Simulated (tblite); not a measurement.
A geometry optimisation, step by step.

Species: AsH8NSi2.
SMILES with atom numbers: `[SiH3:1][NH:2][SiH2:3][AsH2:4]` (hydrogens: H5, H6, H7 on Si1; H8 on N2; H9, H10 on Si3; H11, H12 on As4)

Computed with GFN2-xTB (tblite), gas phase: L-BFGS steps from a force-field or distance-geometry start until the largest atomic force falls under 0.01 eV/Å. 12 of its 137 geometries are shown.

Step 0: E = -349.3521 eV, largest atomic force 1.841 eV/Å
```
atom  x, y, z in Å  |  force x, y, z in eV/Å
Si1    -1.923    0.452    0.334   -0.762   0.111  -0.428
N2     -0.908   -0.514   -0.725    0.279  -1.316   1.133
Si3     0.757   -0.775   -0.122    0.482  -0.124  -0.872
As4     2.050    1.160   -0.205   -0.919   1.551   0.375
H5     -2.252    1.760   -0.269    0.333  -0.234   0.013
H6     -3.236   -0.236    0.492    0.414   0.034  -0.015
H7     -1.281    0.605    1.632    0.018   0.111   0.210
H8     -1.325   -1.475   -0.790    0.445   1.290  -0.274
H9      0.817   -1.417    1.198   -0.117   0.054   0.064
H10     1.377   -1.725   -1.061   -0.259  -0.200  -0.036
H11     2.884    1.157   -1.528    0.130  -0.752   0.874
H12     3.042    1.008    1.017   -0.043  -0.525  -1.045
```

Step 12: E = -350.2221 eV, largest atomic force 0.265 eV/Å
```
atom  x, y, z in Å  |  force x, y, z in eV/Å
Si1    -1.940    0.452    0.376   -0.023  -0.002  -0.007
N2     -0.850   -0.549   -0.523    0.063  -0.084   0.052
Si3     0.837   -0.751   -0.154    0.104   0.008   0.086
As4     1.849    1.329   -0.166    0.256   0.051  -0.048
H5     -2.128    1.720   -0.338    0.049   0.010  -0.022
H6     -3.207   -0.276    0.471    0.020   0.008   0.027
H7     -1.345    0.706    1.698   -0.092   0.012  -0.047
H8     -1.249   -1.373   -0.940   -0.128   0.073  -0.040
H9      0.937   -1.375    1.179    0.079  -0.057   0.045
H10     1.331   -1.744   -1.112    0.003  -0.047  -0.095
H11     2.814    0.984   -1.278   -0.193   0.017  -0.055
H12     2.951    0.877    0.762   -0.137   0.009   0.102
```

Step 25: E = -350.2553 eV, largest atomic force 0.095 eV/Å
```
atom  x, y, z in Å  |  force x, y, z in eV/Å
Si1    -1.948    0.469    0.375    0.054  -0.056  -0.010
N2     -0.843   -0.600   -0.414    0.053  -0.024  -0.032
Si3     0.861   -0.778   -0.131    0.051   0.003   0.011
As4     1.839    1.327   -0.156   -0.056   0.015   0.008
H5     -2.076    1.717   -0.391   -0.008  -0.012  -0.001
H6     -3.210   -0.260    0.463   -0.088   0.026  -0.024
H7     -1.415    0.749    1.710    0.012   0.045   0.023
H8     -1.252   -1.314   -0.991   -0.045   0.001   0.024
H9      1.062   -1.432    1.177    0.006  -0.049   0.006
H10     1.328   -1.730   -1.155   -0.039   0.036   0.012
H11     2.737    0.966   -1.306    0.030   0.013  -0.002
H12     2.918    0.885    0.793    0.031   0.002  -0.014
```

Step 37: E = -350.2620 eV, largest atomic force 0.123 eV/Å
```
atom  x, y, z in Å  |  force x, y, z in eV/Å
Si1    -1.946    0.467    0.375   -0.024   0.021   0.022
N2     -0.836   -0.636   -0.355    0.014   0.045   0.014
Si3     0.877   -0.797   -0.117    0.013  -0.011   0.040
As4     1.817    1.328   -0.135    0.003  -0.016   0.019
H5     -2.047    1.696   -0.424    0.011   0.022  -0.019
H6     -3.243   -0.210    0.433    0.021  -0.001  -0.004
H7     -1.436    0.788    1.711    0.003   0.003   0.006
H8     -1.245   -1.317   -0.966   -0.060  -0.102  -0.033
H9      1.114   -1.511    1.156    0.004   0.015  -0.017
H10     1.307   -1.710   -1.188    0.015   0.006  -0.022
H11     2.707    0.991   -1.300    0.002   0.021  -0.008
H12     2.932    0.910    0.785   -0.002  -0.003   0.002
```

Step 49: E = -350.2825 eV, largest atomic force 0.120 eV/Å
```
atom  x, y, z in Å  |  force x, y, z in eV/Å
Si1    -1.898    0.515    0.317   -0.110   0.031   0.036
N2     -0.840   -0.714   -0.273   -0.003  -0.029   0.001
Si3     0.886   -0.834   -0.136    0.015   0.006  -0.083
As4     1.731    1.319    0.017    0.024   0.003  -0.001
H5     -1.841    1.685   -0.575    0.007  -0.036   0.029
H6     -3.230   -0.088    0.356   -0.026   0.008  -0.067
H7     -1.499    0.895    1.676    0.064   0.052   0.030
H8     -1.287   -1.542   -0.628   -0.004   0.006   0.024
H9      1.225   -1.684    1.023    0.015  -0.009   0.012
H10     1.272   -1.582   -1.345    0.065  -0.034   0.011
H11     2.533    1.154   -1.245   -0.020   0.033  -0.012
H12     2.948    0.874    0.785   -0.026  -0.031   0.019
```

Step 62: E = -350.2966 eV, largest atomic force 0.039 eV/Å
```
atom  x, y, z in Å  |  force x, y, z in eV/Å
Si1    -1.873    0.536    0.290    0.020  -0.009  -0.009
N2     -0.846   -0.782   -0.160   -0.002   0.013   0.018
Si3     0.890   -0.862   -0.178   -0.017   0.002   0.006
As4     1.668    1.300    0.132    0.018  -0.018  -0.014
H5     -1.679    1.635   -0.670   -0.006  -0.011   0.015
H6     -3.236    0.006    0.241    0.011   0.005   0.001
H7     -1.521    1.005    1.641   -0.022  -0.012  -0.030
H8     -1.308   -1.657   -0.339    0.016   0.015   0.000
H9      1.313   -1.795    0.887    0.002   0.009   0.000
H10     1.271   -1.503   -1.451   -0.017   0.002   0.006
H11     2.383    1.304   -1.193   -0.009   0.015   0.016
H12     2.940    0.813    0.774    0.005  -0.008  -0.009
```

Step 74: E = -350.2989 eV, largest atomic force 0.024 eV/Å
```
atom  x, y, z in Å  |  force x, y, z in eV/Å
Si1    -1.871    0.539    0.270    0.008  -0.008  -0.006
N2     -0.842   -0.803   -0.084   -0.003  -0.009  -0.005
Si3     0.892   -0.868   -0.179   -0.006   0.012   0.004
As4     1.673    1.280    0.200    0.008   0.003  -0.001
H5     -1.613    1.604   -0.713   -0.018   0.002  -0.007
H6     -3.237    0.023    0.178    0.011   0.008  -0.003
H7     -1.573    1.051    1.616   -0.013   0.000   0.017
H8     -1.303   -1.685   -0.233    0.013   0.013   0.007
H9      1.367   -1.829    0.837   -0.015  -0.014  -0.001
H10     1.212   -1.466   -1.490    0.021   0.009   0.006
H11     2.310    1.383   -1.159   -0.015  -0.006  -0.003
H12     2.986    0.770    0.733    0.009  -0.009  -0.008
```

Step 87: E = -350.3033 eV, largest atomic force 0.033 eV/Å
```
atom  x, y, z in Å  |  force x, y, z in eV/Å
Si1    -1.882    0.547    0.243    0.001  -0.021   0.015
N2     -0.827   -0.800   -0.006   -0.010  -0.024  -0.021
Si3     0.901   -0.865   -0.164   -0.007  -0.018   0.012
As4     1.732    1.243    0.307   -0.007   0.012   0.002
H5     -1.578    1.576   -0.761    0.011   0.024  -0.004
H6     -3.240    0.025    0.086    0.010  -0.002  -0.003
H7     -1.679    1.095    1.593    0.007   0.013  -0.003
H8     -1.281   -1.694   -0.086    0.002   0.002  -0.005
H9      1.377   -1.891    0.786   -0.004  -0.005   0.002
H10     1.207   -1.388   -1.513   -0.007   0.006   0.018
H11     2.174    1.466   -1.113   -0.012   0.017  -0.010
H12     3.098    0.685    0.602    0.016  -0.003  -0.001
```

Step 99: E = -350.3054 eV, largest atomic force 0.044 eV/Å
```
atom  x, y, z in Å  |  force x, y, z in eV/Å
Si1    -1.874    0.550    0.223    0.026  -0.008   0.035
N2     -0.826   -0.808    0.011    0.019   0.032   0.016
Si3     0.902   -0.875   -0.143    0.006  -0.011  -0.023
As4     1.752    1.218    0.369    0.032  -0.021  -0.002
H5     -1.522    1.574   -0.771   -0.013  -0.012  -0.017
H6     -3.227    0.023    0.039    0.006   0.032  -0.007
H7     -1.701    1.124    1.569   -0.008  -0.021  -0.012
H8     -1.277   -1.706   -0.020   -0.023  -0.017  -0.017
H9      1.365   -1.939    0.771    0.000   0.028   0.005
H10     1.207   -1.353   -1.508    0.001  -0.014   0.004
H11     2.057    1.534   -1.071   -0.023  -0.008   0.026
H12     3.146    0.658    0.504   -0.024   0.022  -0.008
```

Step 111: E = -350.3121 eV, largest atomic force 0.043 eV/Å
```
atom  x, y, z in Å  |  force x, y, z in eV/Å
Si1    -1.824    0.565    0.208   -0.003  -0.004  -0.006
N2     -0.811   -0.825    0.045   -0.018  -0.031  -0.018
Si3     0.916   -0.921   -0.105    0.007   0.010  -0.006
As4     1.768    1.151    0.477    0.002   0.002   0.026
H5     -1.412    1.565   -0.788   -0.013   0.016  -0.007
H6     -3.181    0.078   -0.034   -0.014   0.024   0.009
H7     -1.685    1.143    1.554    0.003  -0.020  -0.006
H8     -1.290   -1.706   -0.038    0.030   0.031   0.004
H9      1.346   -2.003    0.800    0.027  -0.006   0.011
H10     1.231   -1.373   -1.477   -0.002  -0.015   0.013
H11     1.754    1.634   -0.944    0.000   0.008  -0.010
H12     3.190    0.692    0.277   -0.021  -0.017  -0.011
```

Step 124: E = -350.3160 eV, largest atomic force 0.040 eV/Å
```
atom  x, y, z in Å  |  force x, y, z in eV/Å
Si1    -1.810    0.573    0.207    0.000  -0.026   0.031
N2     -0.807   -0.812   -0.042   -0.002   0.000   0.015
Si3     0.925   -0.936   -0.078    0.005   0.000  -0.003
As4     1.774    1.138    0.494   -0.018   0.009  -0.012
H5     -1.437    1.612   -0.762    0.004   0.019  -0.008
H6     -3.180    0.106   -0.004    0.005   0.008   0.005
H7     -1.616    1.084    1.574   -0.009   0.008  -0.017
H8     -1.292   -1.685   -0.165    0.001  -0.016  -0.015
H9      1.322   -1.978    0.891   -0.011   0.003   0.003
H10     1.290   -1.457   -1.410    0.008   0.001  -0.001
H11     1.652    1.652   -0.912   -0.003   0.010   0.001
H12     3.180    0.705    0.180    0.022  -0.015   0.001
```

Step 136: E = -350.3168 eV, largest atomic force 0.008 eV/Å
```
atom  x, y, z in Å  |  force x, y, z in eV/Å
Si1    -1.813    0.568    0.221    0.000   0.000  -0.003
N2     -0.807   -0.805   -0.077    0.000  -0.002   0.001
Si3     0.924   -0.934   -0.069    0.003   0.005   0.005
As4     1.769    1.152    0.469   -0.003   0.000   0.003
H5     -1.472    1.633   -0.735    0.001  -0.002   0.003
H6     -3.184    0.095    0.034   -0.004   0.002  -0.002
H7     -1.593    1.060    1.590    0.002  -0.001   0.002
H8     -1.288   -1.669   -0.263   -0.003  -0.002  -0.001
H9      1.295   -1.949    0.939    0.000   0.001   0.001
H10     1.317   -1.493   -1.377    0.001   0.001  -0.003
H11     1.674    1.639   -0.949    0.000  -0.001  -0.003
H12     3.179    0.703    0.192    0.003  -0.002  -0.002
```

**Question.** Summarise the path.

**Answer.** The energy falls by 0.9647 eV from step 0 to step 136; nine tenths of that is first reached at step 12. It rises by more than 0.2 meV at steps 88 and 106. The largest force goes from 1.841 to 0.008 eV/Å. Among the bonds As4–H12 changes most, from 1.582 to 1.506 Å; the atoms move by 0.735 Å rms after alignment.

What follows is the cost of the whole relaxation. Hardware: one thread, Arm Neoverse N1 (aarch64), shared host with 64 logical CPUs at a one-minute load of 69. Cost: 1.2 s of wall time.
